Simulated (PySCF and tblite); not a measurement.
Values are calculated unless marked as measured or tabulated.
C₄H₉Cl₃SSi, numbered as in [CH3:1][CH2:2][CH2:3][CH2:4][S:5][Si:6]([Cl:7])([Cl:8])[Cl:9].

Conformers came from 200 starts (ETKDG and KDG, MMFF94s, GFN2-xTB); geometries are PBE0-D3(BJ)/def2-SVP. Weights use HSE06-D3(BJ)/cc-pVDZ energies plus GFN2-xTB zero-point and thermal terms (modes under about 100 cm⁻¹ blended into free rotors). Symmetry numbers and mirror images are counted. Conformers within 3 kcal/mol (GFN2-xTB free energy) were kept, 4 at most. GIAO shieldings: PBE0/def2-SVP. Shifts are against TMS (¹H), TMS (¹³C), TMS (²⁹Si) at the same level. (PySCF 2.14, tblite 0.8.)

Torsions listed: C1–C2–C3–C4, C2–C3–C4–S5, C3–C4–S5–Si6. Of a mirror pair one member is shown.

| conformer | shape | symmetry | E(GFN2) kcal/mol | E(DFT) kcal/mol |
| --- | --- | --- | --- | --- |
| 1 | 179°, -56°, -63° | C1 (pair) | 0.00 | 0.00 |
| 2 | -178°, -175°, -65° | C1 (pair) | 0.29 | 0.76 |
| 3 | 57°, 52°, 65° | C1 (pair) | 0.45 | 0.44 |
| 4 | -65°, -179°, -71° | C1 (pair) | 0.48 | 1.12 |

Question: How much do the weights at 298.15 K and the averaged shift of H2 depend on how the conformers are weighted?

Answer: 
```csv
weighting,1 (%),2 (%),3 (%),4 (%),δ (ppm),rms dipole (D)
"DFT energy with thermal terms, symmetry and mirror images (full scheme)",49,22,20,9,1.31,2.50
DFT energy with symmetry and mirror images,52,15,25,8,1.35,2.48
bare DFT energy,52,15,25,8,1.35,2.48
GFN2-xTB energy with symmetry and mirror images,40,24,19,18,1.29,2.52
GFN2-xTB free energy,34,33,14,18,1.25,2.54
leading conformer alone,100,0,0,0,1.38,2.42
equal weights,25,25,25,25,1.28,2.54
"full scheme, search stopped after three starts",0,0,100,0,1.50,2.44
```

The largest departure from the full scheme, 0.19 ppm, comes with: full scheme, search stopped after three starts.

The cap on conformers cut off some of the population, so the set may be incomplete.
